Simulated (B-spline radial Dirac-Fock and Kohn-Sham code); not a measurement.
**Satellites and hypersatellites of the K lines of Ce⁴⁶⁺**

System: Ce⁴⁶⁺ in the configuration [Ne] 3s2.

Model: relaxed Dirac-Fock hole states (ΔSCF) with Breit and QED corrections and a finite nucleus. Program: a radial finite-basis atomic code. Each two-hole energy is an average over J within one jj subconfiguration, not an observable level; in light atoms, where LS coupling holds, the j-resolved values are not observed lines, and for a K spectator the Kα1 hypersatellite is nearly forbidden. The model has no electron correlation.

Lines without a spectator: Kα2 (K-L2) 34450.2 eV, Kα1 (K-L3) 34908.4 eV. Shifts in eV with one spectator hole (a dash: not computed, or left out as unreliable):

```tsv
spectator hole	Kα2	Kα1
L2 (2p1/2)	+89.7	+114.4
L3 (2p3/2)	+82.5	+85.1
```

Q: Where does the K-L3 hypersatellite lie, emitted when both K electrons are missing?

A: +734.9 eV from the normal line, at 35643.3 eV. Removing both K electrons costs 88427.8 eV, which is 1074.7 eV more than twice the K binding energy.

With n spectator holes in 2p, averaged over the 2p shell (energies in eV):

| n | KαLⁿ | step | hypersatellite KαʰLⁿ |
| --- | --- | --- | --- |
| 0 | 34755.7 | – | 35480.0 |
| 1 | 34848.2 | +92.5 | 35574.2 |
| 2 | 34942.4 | +94.2 | 35670.2 |
| 3 | 35038.1 | +95.8 | 35767.7 |
| 4 | 35135.5 | +97.4 | 35866.8 |
| 5 | 35234.5 | +99.0 | 35967.6 |
